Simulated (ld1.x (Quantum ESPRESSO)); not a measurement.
An odd input for ld1.x (Quantum ESPRESSO) 7.5 (In (Z = 49))

Command:

```bash
ld1.x < In.in > In.out
```

Input:

```
&input
   title='In', zed=49., rel=1, dft='PBE', iswitch=3,
   config='[Kr] 4d10 5s2 5p1',
   nld=3, rlderiv=3.20, eminld=-3.0, emaxld=5.0, deld=0.02
 /
 &inputp
   pseudotype=3, lpaw=.true., tm=.true., lloc=-2, rcloc=1.80,
   nlcc=.true., new_core_ps=.true.,
   which_augfun='PSQ', rmatch_augfun_nc=.true.,
   file_pseudopw='In.UPF', file_wfcaegen='ae.wfc', file_wfcncgen='nc.wfc', file_beta='beta', file_chi='chi', file_wfcusgen='us.wfc'
 /
6
5S  1  0   2.00   0.00  1.90  2.55  0.0
5S  1  0   0.00  -0.30  1.90  2.55  0.0
5P  2  1   1.00   0.00  2.25  2.95  0.0
5P  2  1   0.00   0.15  2.25  2.95  0.0
4D  4  2  10.00   0.00  1.35  1.50  0.0
4D  3  2   0.00   1.05  1.35  1.50  0.0
 &test
   configts(1)='4d10 5s2 5p1'
 /
```

This is an input that runs to its end, with one change: pseudo principal number of 4D raised by one.

**Question.** How does the run end?

**Answer.** The program runs through. The occupied levels of the test differ from the all-electron ones by at most 0.00001 Ry (unchanged input: 0.00001 Ry).

```
     eps = 3.9E-16  iter =  4

     Etot =  -11763.278081 Ry,   -5881.639040 Ha, -160047.551690 eV
     Etotps =  -410.586364 Ry,    -205.293182 Ha,   -5586.312067 eV

     Ekin =     220.544533 Ry,     110.272267 Ha,    3000.661240 eV
     Encl =    -415.362568 Ry,    -207.681284 Ha,   -5651.295635 eV
     Ehrt =     103.229173 Ry,      51.614586 Ha,    1404.504446 eV
     Ecxc =    -318.997502 Ry,    -159.498751 Ha,   -4340.182117 eV
     (Ecc =     -30.287144 Ry,     -15.143572 Ha,    -412.077593 eV)

     ---------------------- End of pseudopotential test ----------------------
```
